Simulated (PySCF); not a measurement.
2-cyanopyridine oxide, C₆H₄N₂O.
Atom-mapped SMILES: `[N:1]#[C:2][c:3]1[cH:4][cH:5][cH:6][cH:7][n+:8]1[O-:9]` (hydrogens: H10 on C4; H11 on C5; H12 on C6; H13 on C7)

Vertical excitations from PySCF (density fitting, frozen core in the response, grid level 2 and gas phase unless stated; continuum runs use non-equilibrium linear response for the excitations) on a GFN2-xTB geometry. Reference run:

| settings | S1, eV (f) | S2, eV (f) | S3, eV (f) | S4, eV (f) | S5, eV (f) | S6, eV (f) | T1, eV (Tamm–Dancoff) | mean α (au) |
| --- | --- | --- | --- | --- | --- | --- | --- | --- |
| wB97X-D/def2-SVPD, full TDDFT, 8 singlets | 4.17 (0.060) | 4.23 (0.000) | 4.88 (0.116) | 5.51 (0.000) | 5.89 (0.488) | 6.48 (0.000) | 2.58 | 87.7 |

**Question.** What do these settings give: CAM-B3LYP/Sadlej pVTZ, fitting basis def2-qzvpp-jkfit, full TDDFT, 6 singlets?

**Answer.** 
```json
{"settings": "CAM-B3LYP/Sadlej pVTZ, fitting basis def2-qzvpp-jkfit, full TDDFT, 6 singlets", "S1, eV (f)": "4.14 (0.061)", "S2, eV (f)": "4.23 (0.000)", "S3, eV (f)": "4.79 (0.112)", "S4, eV (f)": "5.53 (0.000)", "S5, eV (f)": "5.82 (0.475)", "S6, eV (f)": "6.00 (0.006)", "T1, eV (Tamm–Dancoff)": "2.50", "mean α (au)": "89.5"}
```

S1 moves by -0.03 eV; functional and basis change together, so the shift can't be laid on one. States are counted by energy in each run and needn't keep their character from row to row.

**Question.** Give the leading configurations of S1 (H = HOMO, L = LUMO) and the HOMO–LUMO gap of each run.

**Answer.** 
| settings | S1 configurations (weight) | S1 (eV) | orbital gap (eV) | S1 − gap (eV) |
| --- | --- | --- | --- | --- |
| wB97X-D/def2-SVPD, full TDDFT, 8 singlets | H→L 0.66, H→L+1 0.26 | 4.17 | 8.18 | -4.01 |
| CAM-B3LYP/Sadlej pVTZ, fitting basis def2-qzvpp-jkfit, full TDDFT, 6 singlets | H→L 0.67, H→L+1 0.25 | 4.14 | 6.97 | -2.83 |

